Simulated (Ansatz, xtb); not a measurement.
# F2GeH3In: 3 structures ranked

3 gas-phase structures of F2GeH3In, found in a search over its isomers (lower ones may exist). Each was relaxed with GFN2-xTB:

A. `[F][GeH2][InH][F]`, a singlet
B. a singlet given by its coordinates
C. `[F][In]([F])[GeH3]`, a singlet

B (Å):

```xyz
7

F    -3.0098   -0.6650   -1.2083
F    -1.2682   -0.6168    0.8303
Ge   -2.2477    0.9738   -0.1351
In   -2.3313   -2.3885    0.0181
H    -3.4827    0.6971    0.9279
H    -3.5753   -2.6985    1.0889
H    -1.1963   -3.1722   -0.9335
```

Close contacts (Å): F1–Ge3 2.10, F1–In4 2.22, F2–Ge3 2.10, F2–In4 2.22, Ge3–In4 3.37, Ge3–H5 1.65, In4–H6 1.67, In4–H7 1.68.

Problem. Make a reasoned guess at their ranking by r2SCAN-D4/def2-SVP//GFN2-xTB single-point energy.

Solution. Calculated order at r2SCAN-D4/def2-SVP//GFN2-xTB: C (0.0), B (3.6), A (6.6) kcal/mol.

Energies above the lowest of each column, in kcal/mol; the last columns are at r2SCAN-D4/def2-SVP geometries:

```tsv
structure	GFN2-xTB	HF/STO-3G	r2SCAN-D4/def2-SVP//GFN2-xTB	r2SCAN-D4/def2-SVP	CCSD(T)/def2-SVP + ΔMP2/def2-TZVPP
C	8.9	0.0	0.0	1.5	0.0
B	0.0	18.9	3.6	0.0	4.9
A	12.9	11.8	6.6	7.1	4.8
```

CCSD(T)/def2-SVP + ΔMP2/def2-TZVPP puts C lowest; GFN2-xTB picks B, r2SCAN-D4/def2-SVP picks B. CCSD(T)/def2-SVP + ΔMP2/def2-TZVPP orders those it was run on as C (0.0), A (4.8), B (4.9) kcal/mol. Less than 1 kcal/mol parts A and B, so the order within that pair means little. Some further structures that were screened fall inside this span and aren't listed. Flexible structures stand in one conformer each, not always the lowest. The ΔMP2 step shifts differences by up to 8.8 kcal/mol, which makes them less sure. Atoms past krypton carry core potentials in the def2 sets, without spin–orbit terms. ΔMP2 is the change of the MP2 energy from the smaller to the larger basis.

Programs: Ansatz 0.2.0, xtb 6.7.1.
